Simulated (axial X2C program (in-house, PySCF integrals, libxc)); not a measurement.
# Levels of SnSi⁺ by electron attachment to SnSi²⁺ (EOM-EA-CCSD)

Calculated with an in-house all-electron X2C program for linear molecules (integrals from PySCF): two-component X2C with atomic mean-field Coulomb and Gaunt terms, Gaussian nuclei, basis Sn dyall-acv3z, Si dyall-av3z with contracted cores.

R = 2.931 Å (1.150 times 2.549 Å, the PBE0 minimum at charge 1 for the lowest determinant).

Levels of SnSi⁺ obtained by attaching an electron to SnSi²⁺:

| Ω | binding energy (eV) | above lowest (cm⁻¹) | attached spinor | one-particle weight |
| --- | --- | --- | --- | --- |
| 1/2 | 12.618 | 0 | 50% Si pπ, 37% Sn pπ | 0.94 |
| 3/2 | 12.515 | 826 | 58% Si pπ, 32% Sn pπ | 0.93 |
| 1/2 | 11.076 | 12436 | 49% Sn pπ, 34% Si pπ | 0.89 |
| 3/2 | 10.823 | 14478 | 57% Sn pπ, 27% Si pπ, 7% Si dπ | 0.84 |

Q: What is the splitting of the first π pair in the table, and is it regular or inverted?

A: E(3/2) − E(1/2) = 826 − 0 = 826 cm⁻¹ at EOM-EA-CCSD: regular, Ω = 1/2 lower. Splittings at this level can be off by ten to twenty per cent.

This point took 28 s on 1 thread of Arm Neoverse V1, on a shared host.

Reference electrons by ω block (each with its −ω partner): 1/2: 21, 3/2: 8, 5/2: 2. 16 electrons of SnSi²⁺ correlated (inner shells frozen), 88 natural virtual spinors (a truncated set); levels can be off by some tenths of an eV. Roots sought by Ω: (1/2: 5, 3/2: 4, 5/2: 2, 7/2: 1); the list ends where they run out and leaves out roots under 60 % one-particle weight. The solver can skip a root, and states that need a further excitation, which the method places far too high, are missing though they may lie low or lowest. T1 of the reference 0.013 (Lee–Taylor). The reference was not checked to be the lowest state of its species. Number of frozen shells: Sn 4 s, 3 p, 1 d; Si 2 s, 1 p.
